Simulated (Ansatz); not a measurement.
One change: `[AlH2][NH]C#C[SiH3]` becomes `C#C[SiH3]`.

Ansatz, PBE0-D4/def2-TZVP geometries, multiplicity 1. 

```csv
property,`[AlH2][NH]C#C[SiH3]`
HOMO energy (ωB97M-V/def2-TZVPP) / eV,-8.76
size of the dipole moment (ωB97M-V/def2-TZVPP) / D,2.70
HOMO–LUMO gap (B3LYP/def2-TZVPP) / eV,4.74
LUMO energy (ωB97M-V/def2-TZVPP) / eV,0.15
HOMO energy (PBE0/def2-TZVPP) / eV,-6.62
LUMO energy (PBE/def2-TZVPP) / eV,-2.22
```

(1) What does the change do to each property? (Best estimate.)

Results:

(1) Computed: 
```csv
property,`C#C[SiH3]`,shift
HOMO energy (ωB97M-V/def2-TZVPP) / eV,-10.57,-1.81
size of the dipole moment (ωB97M-V/def2-TZVPP) / D,0.43,-2.27
HOMO–LUMO gap (B3LYP/def2-TZVPP) / eV,7.77,3.03
LUMO energy (ωB97M-V/def2-TZVPP) / eV,1.92,1.77
HOMO energy (PBE0/def2-TZVPP) / eV,-8.32,-1.70
LUMO energy (PBE/def2-TZVPP) / eV,-1.06,1.16
```

With PBE0 the HOMO falls by 1.70 eV and the LUMO rises by 1.36 eV, so the gap widens by about 3.06 eV. PBE moves the HOMO by -1.57 eV and ωB97M-V by -1.81 eV. The zero-point energy changes by -55.9 kJ/mol with -12 modes. Dipoles are sizes alone; their direction can turn.

B3LYP here is the variant with VWN-RPA as its local correlation; programs differ in this.
